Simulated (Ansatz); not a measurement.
Consider the hydrogen abstraction from the Sb–H bond: `[CH3][SbH2]` + `[OH]`• → `[CH3][SbH]`• + H₂O.

Isolated molecules relaxed with PBE0-D4/def2-TZVP in Ansatz; ΔE leaves out vibrations. CCSD(T)/CBS is the MP2 limit (def2-TZVPP, def2-QZVPP) plus CCSD(T) − MP2 in def2-TZVPP, frozen cores. This one scheme is used for every species. DFT in def2-TZVPP. Open shells (•) are unrestricted, without spin–orbit coupling. def2 core potentials past Kr. For Sb outer-core shells are correlated without core-valence functions, which leaves a few kJ/mol of doubt a bond.

`[CH3][SbH2]`:

Z-matrix (Å, degrees):
```
C
Sb 1 2.162
H 1 1.088 2 111.0
H 1 1.090 2 108.7 3 120.8
H 1 1.090 2 108.7 3 -120.8
H 2 1.711 1 94.2 3 -45.5
H 2 1.711 1 94.2 3 46.1
```

`[OH]`•:

```xyz
2

O     0.258    0.121   -0.394
H    -0.258   -0.121    0.394
```

`[CH3][SbH]`•:

```xyz
6

C     0.544   -0.197   -0.225
Sb   -0.742    0.478    1.376
H     0.143   -1.111   -0.663
H     1.538   -0.393    0.176
H     0.609    0.570   -0.997
H    -2.093    0.652    0.333
```

H₂O:

```xyz
3

O    -0.244    0.263   -0.151
H    -0.472   -0.550    0.305
H     0.716    0.286   -0.154
```

```tsv
level	ΔE (kJ/mol)	difference from CCSD(T)/CBS
r2SCANh-D4	-217.5	11.1
ωB97X-V	-215.8	12.8
PBE	-232.7	-4.1
r2SCANh	-217.9	10.7
LC-ωPBE	-227.4	1.2
HF/def2-SVP	-158.3	70.3
SCS-MP2/def2-TZVPP	-231.7	-3.1
MP2/def2-QZVPP	-251.9	-23.3
HF/CBS(def2)	-162.5	66.1
CCSD/CBS(def2)	-224.9	3.7
CCSD(T)/CBS	-228.6	0
```

(1) What do rigid-rotor, harmonic-oscillator terms from PBE0-D4/def2-TZVP frequencies (298.15 K, 1 bar) make of the CCSD(T)/CBS value? (Estimate.)

Largest T1 diagnostic among the species: 0.013.

Answers

(1) Ansatz gave: ΔZPE = +12.8 kJ/mol, ΔH = -215.1 kJ/mol, ΔS = 6 J/(mol·K), ΔG = -216.9 kJ/mol. Open shells count their whole term as degenerate.

In def2-TZVPP, CCSD(T) changes the Hartree–Fock value by −59.1 kJ/mol (the triples alone add −3.7 kJ/mol) and MP2 by −85.5 kJ/mol. From r2SCAN to r2SCAN0 (25 % exact exchange), in def2-TZVPP and without D4, ΔE moves by +5.6 kJ/mol.
